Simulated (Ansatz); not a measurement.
`[CH3][Sn][NH2]` + H₂O → `[NH2][Sn][OH]` + CH₄ at 500 K and 1 bar (formal hydrolysis of the Sn–C bond).

Calculated with Ansatz (gas phase, PBE0-D4/def2-TZVP geometries, no zero-point term in ΔE). CCSD(T)/CBS is the MP2 limit (def2-TZVPP, def2-QZVPP) plus CCSD(T) − MP2 in def2-TZVPP, frozen cores. This one scheme is used for every species. def2 core potentials past Kr. For Sn outer-core shells are correlated without core-valence functions, which leaves a few kJ/mol of doubt a bond. One conformer a species, not always the lowest.

```tsv
species	CCSD(T)/CBS energy (Eh)	H − E (kJ/mol)	S (J/(mol·K))
`[CH3][Sn][NH2]`	-309.80337	194.3	378.6
H₂O	-76.37941	73.2	206.3
`[NH2][Sn][OH]`	-345.75638	131.5	349.9
CH₄	-40.46206	135.6	206.8
```

H − E and S are ideal-gas, rigid-rotor, harmonic terms from PBE0-D4/def2-TZVP, for one conformer and one mirror image of each species. 1 Eh = 2625.50 kJ/mol, R = 8.31446 J/(mol·K).

Task: By hand: ΔE, ΔH, ΔS and ΔG.

Result: ΔE = (-345.75638) + (-40.46206) − (-309.80337) − (-76.37941) = -0.03566 Eh = -93.6 kJ/mol. Δ(H − E) = 131.5 + 135.6 − 194.3 − 73.2 = -0.4, so ΔH = -94.0 kJ/mol. ΔS = 349.9 + 206.8 − 378.6 − 206.3 = -28.2 J/(mol·K). ΔG = -94.0 − 500 × (-28.2)/1000 = -79.9 kJ/mol.

Task: By hand: the equilibrium constant, and the temperature at which ΔG would vanish if ΔH and ΔS stayed fixed.

Result: log₁₀ K = −ΔG/(RT ln 10) = 8.3. ΔG = 0 at ΔH/ΔS = 3333 K, far beyond where these terms or the molecules hold.

ΔH outweighs TΔS. A doubt of 5 kJ/mol in ΔE shifts log₁₀ K by 0.5 here. Other conformers and mirror images would add mixing entropy, several J/(mol·K) or more a flexible species. Modes under 60 cm⁻¹, often nearly free rotors, make the harmonic entropy too high. These are equilibria of isolated gas molecules and say nothing of rates. Largest T1 diagnostic: 0.017 (customary marks: 0.02 for closed shells, 0.045 for open ones).
